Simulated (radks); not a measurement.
Isoelectronic series with 3 electrons, all held in the configuration [He] 2s1, which need not be the ground one along the series. Method: scalar-relativistic Kohn-Sham, r2SCAN, spin-polarised, spherical densities, finite nucleus; open shells are filled with parallel spins first (spin-orbit coupling, left out, can overturn this in heavy ions); meta-GGA in the generalised Kohn-Sham scheme; Fermi nuclear charge, rms radius of each element as measured or else 0.836 A^(1/3) + 0.57 fm; computed with a radial shooting solver on a logarithmic mesh with Libxc functionals. Total energies (hartree) and orbital eigenvalues (eV):

ion    E (hartree)      2s up    1s down      1s up
Li        -7.48070    -3.2653   -53.1224   -53.2871
C3+      -34.79023   -58.0719  -335.0242  -335.9288
F6+      -82.41103  -174.5519  -862.8506  -864.5344
Mg9+    -150.41062  -352.6739  -1637.008  -1639.483
P12+    -238.89171  -592.7577  -2658.620  -2661.895
Ar15+   -347.98885  -895.2586  -3929.205  -3933.291
Sc18+   -477.86937  -1260.756  -5450.677  -5455.583
Cr21+   -628.73442  -1689.954  -7225.343  -7231.082
Co24+   -800.82050  -2183.688  -9255.927  -9262.512
Zn27+   -994.40147  -2742.930  -11545.59  -11553.03
As30+  -1209.79040  -3368.798  -14097.94  -14106.27
Kr33+  -1447.34334  -4062.565  -16917.11  -16926.34
Mo39+  -1990.58967  -5659.731  -23374.96  -23386.06
